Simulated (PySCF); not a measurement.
PySCF input for Mo(NH)(S)(Cl)(SH) (ClH₂MoNS₂), SMILES [NH]=[Mo](=[S])([SH])[Cl], multiplicity 1, PBE-D3(BJ)/def2-SVP. Geometry: PBE-D3(BJ)/def2-SVP. The spin state was assumed, not searched. The structure was generated by enumeration; whether it is a known compound was not checked. The def2 effective core potentials stand for the cores of Mo; spin–orbit coupling is left out. The values are those of a single conformer.

```python
import numpy as np
from pyscf import gto, scf, dft, df
from pyscf.hessian import thermo

mol = gto.M(
    atom='''
    Mo    0.12523679   -0.09762610   -0.12675012
    N     0.81001195   -1.13715591   -1.32779485
    H     1.54136496   -1.78229542   -1.65830956
    S     1.31772078   -0.13386102    1.63654214
    Cl   -0.04156813    2.02940797   -0.94711203
    S    -1.91821104   -1.13054572    0.29673687
    H    -2.15689140   -0.42674430    1.44481871
    ''',
    basis='def2-SVP',
    ecp={'Mo': 'def2-svp'},
    charge=0,
    spin=0,
    max_memory=1600,
    verbose=3,
)
mf = dft.RKS(mol, xc='pbe').density_fit(auxbasis='def2-universal-jkfit')
mf.disp = 'd3bj'
mf.grids.level = 3
mf.conv_tol = 1e-11
mf.max_cycle = 100
mf.kernel()

# [left out here: the lines that compute and print the analytic Hessian (its translational invariance restored by hand, since the grid's response is missing), thermochemistry and intensities]
```

It prints:

```
converged SCF energy = -1379.92376978677

WARN: DFTD3 does not support analytical Hessian, using finite difference


WARN: Mole.unit (angstrom) is changed to Bohr

Mode                                 0                   1                   2
Irrep
Freq [cm^-1]                      111.1353            139.4126            144.9363
Reduced mass [au]                  20.8859             24.6570             16.0592
Force const [Dyne/A]                0.1520              0.2824              0.1988
Char temp [K]                     159.8990            200.5837            208.5310
Normal mode                   x     y     z       x     y     z       x     y     z
       0  Mo                 0.03 -0.02  0.00   -0.01 -0.03 -0.01   -0.01  0.02  0.05
       1   N                 0.03 -0.02  0.00    0.01 -0.03  0.00   -0.05  0.03  0.03
       2   H                 0.04 -0.02  0.01    0.04  0.01 -0.00   -0.07  0.02  0.00
       3   S                 0.02 -0.01  0.02    0.04  0.11 -0.04    0.09 -0.01 -0.02
       4  Cl                -0.10 -0.03  0.01    0.03 -0.00  0.08    0.00 -0.02 -0.05
       5   S                -0.03  0.10 -0.04   -0.04  0.00 -0.03   -0.02 -0.03 -0.08
       6   H                -0.00  0.13 -0.05   -0.06  0.05 -0.06   -0.14 -0.07 -0.08
Mode                                 3                   4                   5
Irrep
Freq [cm^-1]                      189.8816            231.6984            335.8180
Reduced mass [au]                   3.9002              4.0916              1.1474
Force const [Dyne/A]                0.0829              0.1294              0.0762
Char temp [K]                     273.1974            333.3623            483.1674
Normal mode                   x     y     z       x     y     z       x     y     z
       0  Mo                 0.01  0.02 -0.01   -0.02  0.01 -0.01    0.01 -0.00 -0.00
       1   N                -0.10 -0.15  0.06    0.14 -0.04  0.12    0.02 -0.04  0.04
       2   H                -0.23 -0.33  0.14    0.25 -0.01  0.32   -0.03 -0.11  0.06
       3   S                -0.01  0.00  0.00    0.03 -0.05 -0.05    0.00  0.00 -0.01
       4  Cl                -0.02  0.04  0.03   -0.01  0.03 -0.00   -0.01  0.03 -0.01
       5   S                 0.05 -0.02 -0.03   -0.03 -0.01  0.02   -0.03  0.01 -0.02
       6   H                -0.10  0.07 -0.11   -0.08  0.15 -0.09    0.33 -0.70  0.49
Mode                                 6                   7                   8
Irrep
Freq [cm^-1]                      379.8994            407.4567            506.9074
Reduced mass [au]                  11.2886             13.0450              1.4144
Force const [Dyne/A]                0.9599              1.2760              0.2141
Char temp [K]                     546.5906            586.2395            729.3269
Normal mode                   x     y     z       x     y     z       x     y     z
       0  Mo                -0.04  0.02  0.00    0.03  0.05 -0.02   -0.01  0.01 -0.02
       1   N                 0.01  0.00  0.03   -0.00  0.01 -0.00    0.05 -0.03  0.11
       2   H                 0.06  0.00  0.14   -0.08 -0.14  0.11   -0.22  0.14 -0.78
       3   S                -0.01 -0.00 -0.04   -0.01 -0.00 -0.01    0.02 -0.01  0.02
       4  Cl                 0.01 -0.09  0.03    0.00 -0.09  0.04   -0.00 -0.01  0.01
       5   S                 0.10  0.05 -0.03   -0.07 -0.04  0.02   -0.00 -0.00 -0.00
       6   H                 0.16 -0.09  0.07   -0.12 -0.05  0.01    0.06  0.04 -0.01
Mode                                 9                  10                  11
Irrep
Freq [cm^-1]                      551.5787            592.2989            643.6098
Reduced mass [au]                   5.6982              1.2019              1.3167
Force const [Dyne/A]                1.0214              0.2484              0.3213
Char temp [K]                     793.5989            852.1863            926.0112
Normal mode                   x     y     z       x     y     z       x     y     z
       0  Mo                 0.03 -0.00  0.04   -0.00  0.00 -0.02   -0.01 -0.01 -0.00
       1   N                -0.00 -0.01  0.02   -0.03 -0.05 -0.00    0.09  0.07 -0.01
       2   H                -0.02  0.11 -0.24    0.35  0.37 -0.01   -0.44 -0.53 -0.00
       3   S                -0.08  0.00 -0.11    0.02 -0.00  0.04    0.01  0.00  0.01
       4  Cl                -0.00  0.00 -0.00   -0.00 -0.00  0.00    0.00  0.00 -0.00
       5   S                 0.00  0.01  0.00    0.02  0.02  0.01    0.02  0.02  0.01
       6   H                -0.27 -0.09  0.00   -0.66 -0.34  0.09   -0.49 -0.18  0.03
Mode                                12                  13                  14
Irrep
Freq [cm^-1]                      977.3091           2586.6467           3477.3817
Reduced mass [au]                   7.7569              1.0382              1.0824
Force const [Dyne/A]                4.3652              4.0925              7.7116
Char temp [K]                    1406.1303           3721.6087           5003.1780
Normal mode                   x     y     z       x     y     z       x     y     z
       0  Mo                 0.02 -0.02 -0.03    0.00 -0.00 -0.00    0.00 -0.00 -0.00
       1   N                -0.10  0.14  0.16   -0.00  0.00  0.00   -0.05  0.05  0.03
       2   H                -0.11  0.15  0.19   -0.00  0.00  0.00    0.68 -0.60 -0.31
       3   S                -0.00  0.00 -0.00   -0.00  0.00 -0.00   -0.00 -0.00 -0.00
       4  Cl                -0.00 -0.00  0.00    0.00 -0.00  0.00    0.00 -0.00  0.00
       5   S                 0.00  0.00  0.00    0.01 -0.02 -0.03    0.00  0.00 -0.00
       6   H                -0.03 -0.02  0.01   -0.18  0.50  0.83    0.00 -0.00  0.00
temperature 298.1500 [K]
pressure 101325.00 [Pa]
Rotational constants [GHz] 1.71464 1.45749 1.08837
Symmetry number 1
Zero-point energy (ZPE) 0.02569 [Eh]   67445.282 [J/mol]
                           tot       elec      trans        rot        vib
Entropy [J/mol/K]       373.795      0.000    175.525    122.002     76.268
Cv [J/mol/K]            103.366      0.000     12.472     12.472     78.423
Cp [J/mol/K]            111.681      0.000     20.786     12.472     78.423
Internal energy [J/mol]                      3718.434   3718.434  80246.308
Internal energy [Eh]   -1379.89037  -1379.92377
Enthalpy [J/mol]                             6197.391   3718.434  80246.308
Enthalpy [Eh]          -1379.88943
Gibbs free energy [J/mol]                  -46135.266 -32656.607  57506.921
Gibbs free energy [Eh] -1379.93188
mode   freq/cm-1   IR/(km/mol)
   1      111.14         0.161
   2      139.41         0.324
   3      144.94         1.058
   4      189.88         4.904
   5      231.70         7.277
   6      335.82        33.571
   7      379.90         6.791
   8      407.46        30.794
   9      506.91       200.203
  10      551.58        14.015
  11      592.30        22.779
  12      643.61        63.594
  13      977.31        59.136
  14     2586.65         4.786
  15     3477.38       176.903
max |gradient| / (hartree/bohr): 6.159565059414547e-05
APT charges: [ 1.2557 -0.6287  0.3307 -0.3679 -0.4068 -0.252   0.0691]
```

Self-consistency was reached.
